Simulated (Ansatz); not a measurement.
Ansatz (a program for electronic structure) input (B3LYP/6-31G* with LANL2DZ past Ar): The .json file joins the Basis Set Exchange's 6-31G* for atoms up to Ar and LANL2DZ past it.

Ansatz 0.2 input:
```yaml
crystal:
  periodic: [false, false, false]
  atoms:
    - {symbol: Y, position_ang: [0.45982092, 0.32971656, -0.26126556]}
    - {symbol: O, position_ang: [-0.55712497, 1.59824331, -1.17563734]}
    - {symbol: Cl, position_ang: [-0.79270683, -1.50852309, 1.15261504]}
basis:
  gaussian:
    orbitals: 6-31Gs+LANL2DZ.json
hamiltonian:
  xc: {name: B3LYP}
total_charge: -1
magnetization: {spin_polarized: true, initial_magnetization: 1}
phonons: {temperatures: {t_min: 298.15, t_max: 298.15, t_step: 100}}
```

Output:

```
Functional definition: B3LYP
integrals: 0.02 GiB planned
633 factors; integrals over basis functions are off by at most 2.6e-4 eV
mean field: 0.25 GiB planned
mean field evaluation 1: about -15603.6597 eV, gradient 2.4e1 eV
mean field evaluation 2: about -15527.5629 eV, gradient 1.2e2 eV
mean field evaluation 4: about -15606.1391 eV, gradient 3.7e0 eV
mean field evaluation 8: about -15606.2307 eV, gradient 7.2e-2 eV
mean field evaluation 16: about -15606.2308 eV, gradient 5.3e-5 eV
mean field -15606.23077661 eV, -573.5184027573 hartree, gradient 2.4e-5 eV, S^2 0.750774; 0 other end points of the search recorded, 0 dependent functions left out
the calculation of the forces begins
reference -15606.23100433 eV, -573.5184111257 hartree; 19, 18 occupied and 37, 38 virtual orbitals, 633 factors
these checks for a lower state are left out or cut short: stability, starts, cluster_reference, orbital_swaps, neighbouring_geometries, increment
integrals: 0.02 GiB planned
633 factors; integrals over basis functions are off by at most 2.6e-4 eV
mean field: 0.25 GiB planned
mean field -15606.23069760 eV, -573.5183998537 hartree, gradient 2.5e-6 eV, S^2 0.750769; 0 other end points of the search recorded, 0 dependent functions left out
the calculation of the forces begins
reference -15606.23092535 eV, -573.5184082234 hartree; 19, 18 occupied and 37, 38 virtual orbitals, 633 factors
these checks for a lower state are left out or cut short: stability, starts, cluster_reference, orbital_swaps, neighbouring_geometries, increment
integrals: 0.02 GiB planned
633 factors; integrals over basis functions are off by at most 2.6e-4 eV
mean field: 0.25 GiB planned
mean field evaluation 32: about -15606.2307 eV, gradient 1.8e-6 eV
mean field -15606.23068683 eV, -573.5183994578 hartree, gradient 1.8e-6 eV, S^2 0.750780; 0 other end points of the search recorded, 0 dependent functions left out
the calculation of the forces begins
reference -15606.23091451 eV, -573.5184078248 hartree; 19, 18 occupied and 37, 38 virtual orbitals, 633 factors
these checks for a lower state are left out or cut short: stability, starts, cluster_reference, orbital_swaps, neighbouring_geometries, increment
integrals: 0.02 GiB planned
633 factors; integrals over basis functions are off by at most 2.6e-4 eV
mean field: 0.25 GiB planned
mean field -15606.23075780 eV, -573.5184020660 hartree, gradient 2.4e-6 eV, S^2 0.750778; 0 other end points of the search recorded, 0 dependent functions left out
the calculation of the forces begins
reference -15606.23098554 eV, -573.5184104354 hartree; 19, 18 occupied and 37, 38 virtual orbitals, 633 factors
these checks for a lower state are left out or cut short: stability, starts, cluster_reference, orbital_swaps, neighbouring_geometries, increment
integrals: 0.02 GiB planned
633 factors; integrals over basis functions are off by at most 2.6e-4 eV
mean field: 0.25 GiB planned
mean field -15606.23075022 eV, -573.5184017874 hartree, gradient 1.2e-6 eV, S^2 0.750771; 0 other end points of the search recorded, 0 dependent functions left out
the calculation of the forces begins
reference -15606.23097791 eV, -573.5184101548 hartree; 19, 18 occupied and 37, 38 virtual orbitals, 633 factors
these checks for a lower state are left out or cut short: stability, starts, cluster_reference, orbital_swaps, neighbouring_geometries, increment
integrals: 0.02 GiB planned
633 factors; integrals over basis functions are off by at most 2.6e-4 eV
mean field: 0.25 GiB planned
mean field -15606.23069767 eV, -573.5183998563 hartree, gradient 1.7e-6 eV, S^2 0.750779; 0 other end points of the search recorded, 0 dependent functions left out
the calculation of the forces begins
reference -15606.23092542 eV, -573.5184082258 hartree; 19, 18 occupied and 37, 38 virtual orbitals, 633 factors
these checks for a lower state are left out or cut short: stability, starts, cluster_reference, orbital_swaps, neighbouring_geometries, increment
integrals: 0.02 GiB planned
633 factors; integrals over basis functions are off by at most 2.6e-4 eV
mean field: 0.25 GiB planned
mean field -15606.23070694 eV, -573.5184001970 hartree, gradient 2.3e-6 eV, S^2 0.750770; 0 other end points of the search recorded, 0 dependent functions left out
the calculation of the forces begins
reference -15606.23093463 eV, -573.5184085643 hartree; 19, 18 occupied and 37, 38 virtual orbitals, 633 factors
these checks for a lower state are left out or cut short: stability, starts, cluster_reference, orbital_swaps, neighbouring_geometries, increment
integrals: 0.02 GiB planned
633 factors; integrals over basis functions are off by at most 2.6e-4 eV
mean field: 0.25 GiB planned
mean field evaluation 64: about -15606.2307 eV, gradient 5.4e-2 eV
mean field -15606.23075822 eV, -573.5184020816 hartree, gradient 2.5e-6 eV, S^2 0.750772; 0 other end points of the search recorded, 0 dependent functions left out
the calculation of the forces begins
reference -15606.23098593 eV, -573.5184104497 hartree; 19, 18 occupied and 37, 38 virtual orbitals, 633 factors
these checks for a lower state are left out or cut short: stability, starts, cluster_reference, orbital_swaps, neighbouring_geometries, increment
integrals: 0.02 GiB planned
633 factors; integrals over basis functions are off by at most 2.6e-4 eV
mean field: 0.25 GiB planned
mean field -15606.23076064 eV, -573.5184021705 hartree, gradient 2.3e-6 eV, S^2 0.750777; 0 other end points of the search recorded, 0 dependent functions left out
the calculation of the forces begins
reference -15606.23098837 eV, -573.5184105392 hartree; 19, 18 occupied and 37, 38 virtual orbitals, 633 factors
these checks for a lower state are left out or cut short: stability, starts, cluster_reference, orbital_swaps, neighbouring_geometries, increment
integrals: 0.02 GiB planned
633 factors; integrals over basis functions are off by at most 2.6e-4 eV
mean field: 0.25 GiB planned
mean field -15606.23076099 eV, -573.5184021834 hartree, gradient 1.4e-6 eV, S^2 0.750775; 0 other end points of the search recorded, 0 dependent functions left out
the calculation of the forces begins
reference -15606.23098864 eV, -573.5184105493 hartree; 19, 18 occupied and 37, 38 virtual orbitals, 633 factors
these checks for a lower state are left out or cut short: stability, starts, cluster_reference, orbital_swaps, neighbouring_geometries, increment
integrals: 0.02 GiB planned
633 factors; integrals over basis functions are off by at most 2.6e-4 eV
mean field: 0.25 GiB planned
mean field -15606.23076251 eV, -573.5184022390 hartree, gradient 1.4e-6 eV, S^2 0.750774; 0 other end points of the search recorded, 0 dependent functions left out
the calculation of the forces begins
reference -15606.23099029 eV, -573.5184106099 hartree; 19, 18 occupied and 37, 38 virtual orbitals, 633 factors
these checks for a lower state are left out or cut short: stability, starts, cluster_reference, orbital_swaps, neighbouring_geometries, increment
integrals: 0.02 GiB planned
633 factors; integrals over basis functions are off by at most 2.6e-4 eV
mean field: 0.25 GiB planned
mean field evaluation 96: about -15606.2308 eV, gradient 2.3e-6 eV
mean field -15606.23077127 eV, -573.5184025611 hartree, gradient 1.7e-6 eV, S^2 0.750774; 0 other end points of the search recorded, 0 dependent functions left out
the calculation of the forces begins
reference -15606.23099897 eV, -573.5184109288 hartree; 19, 18 occupied and 37, 38 virtual orbitals, 633 factors
these checks for a lower state are left out or cut short: stability, starts, cluster_reference, orbital_swaps, neighbouring_geometries, increment
integrals: 0.02 GiB planned
633 factors; integrals over basis functions are off by at most 2.6e-4 eV
mean field: 0.25 GiB planned
mean field -15606.23077644 eV, -573.5184027510 hartree, gradient 1.2e-6 eV, S^2 0.750775; 0 other end points of the search recorded, 0 dependent functions left out
the calculation of the forces begins
reference -15606.23100418 eV, -573.5184111202 hartree; 19, 18 occupied and 37, 38 virtual orbitals, 633 factors
Total energy: -15606.23100433 eV, -573.5184111257 hartree
Atom 0 at     0.459821     0.329717    -0.261266 Å, force     0.002159     0.001729    -0.001362 eV/Å
Atom 1 at    -0.557125     1.598243    -1.175637 Å, force    -0.000697    -0.001535     0.001169 eV/Å
Atom 2 at    -0.792707    -1.508523     1.152615 Å, force    -0.001462    -0.000194     0.000193 eV/Å
Dipole moment:     0.347661    -0.219436     0.152575 e Å
Vibrations: 119.85 261.52 827.78 cm⁻¹, zero-point energy 0.074958 eV
```

The blocks after the first are displaced geometries, from whose forces the wavenumbers follow.

The dipole moment of an ion depends on the origin.
